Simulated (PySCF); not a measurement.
## Two-component Hartree-Fock for Sn³³⁺ (tin, charge +33)

Start: [Ne] 3s2 3p5; 3p1/2 filled at m_j = +1/2; 3p3/2 filled at m_j = -3/2, -1/2, +1/2, +3/2. Calculated with PySCF 2.14 in an even-tempered Gaussian basis (19 s from 5.9 bohr⁻², ratio 2.4; 14 p from 7.6 bohr⁻², ratio 2.4; 5 d from 31 bohr⁻², ratio 2.6; 4 f from 46 bohr⁻², ratio 2.6): generalised Hartree-Fock with the X2C-1e Hamiltonian and a Gaussian nucleus; one run each with spin-orbit coupling (SO) screened by Boettger's factors, then bare. This is a chosen level, not necessarily the ground level.

```json
{"spinor shell": "1s1/2", "electrons": "2", "ε, screened SO (eV)": "-31109.2", "ε, bare SO (eV)": "-31109.1", "weight of nominal j (bare SO)": "1.000", "rms radius, bare SO (bohr)": "0.0333"}
{"spinor shell": "2s1/2", "electrons": "2", "ε, screened SO (eV)": "-6228.7", "ε, bare SO (eV)": "-6228.7", "weight of nominal j (bare SO)": "1.000", "rms radius, bare SO (bohr)": "0.134"}
{"spinor shell": "2p1/2", "electrons": "2", "ε, screened SO (eV)": "-5930.1", "ε, bare SO (eV)": "-5937.5", "weight of nominal j (bare SO)": "1.000", "rms radius, bare SO (bohr)": "0.116"}
{"spinor shell": "3s1/2", "electrons": "2", "ε, screened SO (eV)": "-2322.2", "ε, bare SO (eV)": "-2322.2", "weight of nominal j (bare SO)": "1.000", "rms radius, bare SO (bohr)": "0.328"}
{"spinor shell": "3p1/2", "electrons": "1", "ε, screened SO (eV)": "-2213.3", "ε, bare SO (eV)": "-2215.0", "weight of nominal j (bare SO)": "1.000", "rms radius, bare SO (bohr)": "0.316"}
{"spinor shell": "3p3/2", "electrons": "4", "ε, screened SO (eV)": "-2152.4", "ε, bare SO (eV)": "-2151.7", "weight of nominal j (bare SO)": "1.000", "rms radius, bare SO (bohr)": "0.325"}
```

Q: Where does 2p3/2 lie, and what is the 2p spin-orbit splitting (bare SO)?

A: At -5693.9 eV, 243.55 eV above 2p1/2.

| quantity | screened SO | bare SO |
| --- | --- | --- |
| E (hartree) | -5340.69597 | -5340.76326 |
| M_J | 1/2 | 1/2 |
| ⟨J²⟩ | 0.751 | 0.751 |
| ⟨L²⟩ | 2.009 | 2.010 |
| ⟨S²⟩ | 0.758 | 0.758 |

Each row is a mean over spinors that exchange with the open shell spreads, by up to 11.431 eV (2p1/2).

Breit and QED terms are absent; they matter most for the inner s and p1/2 levels.

Densities and radii are taken from the X2C orbitals without a picture-change correction, which distorts them close to the nucleus.
